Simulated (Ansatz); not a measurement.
Born–Oppenheimer molecular dynamics of AlBrH₆N₂O (11 atoms, charge 0, multiplicity 1). It starts at the highest image of a converged band, a first-order saddle point between two minima.

Computed with RHF/def2-SVP in Ansatz.

```json
{
  "ensemble": "NVE (velocity Verlet)",
  "time step": "0.5 fs",
  "steps asked": "200",
  "starting velocities drawn for": "100 K",
  "seed": "11744"
}
```

First frame:

```xyz
11
Properties=species:S:1:pos:R:3
Al -0.362 -0.196 -0.040
O 0.238 1.473 0.202
N 0.206 -1.010 -1.474
N -1.546 -0.692 1.157
H 1.357 1.519 0.062
Br 3.079 1.161 -0.092
H -0.041 2.102 0.854
H -0.154 -1.857 -1.867
H 1.069 -0.754 -1.919
H -1.893 -0.141 1.917
H -1.954 -1.607 1.199
```

(1) How far do the bonds stretch over the last three quarters of this one trajectory? (Pairs bonded in most of those frames.)

## Answers

(1) 
```tsv
bond	mean (Å)	spread (Å)	shortest	longest
Al1–O2	1.718	0.022	1.68	1.75
Al1–N3	1.760	0.016	1.73	1.78
Al1–N4	1.767	0.004	1.76	1.77
O2–H7	0.943	0.013	0.92	0.96
N3–H8	1.002	0.001	1.00	1.00
N3–H9	1.002	0.002	1.00	1.01
N4–H10	1.002	0.002	1.00	1.01
N4–H11	1.002	0.002	1.00	1.01
H5–Br6	1.449	0.080	1.32	1.57
```

Mean temperature of the second half: 285 K. The conserved energy stayed within 0.16 meV per atom of its start (net change -0.14 meV per atom), so the integration is sound. The system heated up, since it started high on the potential surface and ran downhill. A run of 0.1 ps of so small a system gives no equilibrium averages. The orbitals stay closed-shell, which can raise the energy where a bond breaks towards radicals; this wasn't checked here.

The run took 6.5 min on 2 threads of Arm Neoverse V1 (shared host), peak memory 0.29 GiB.
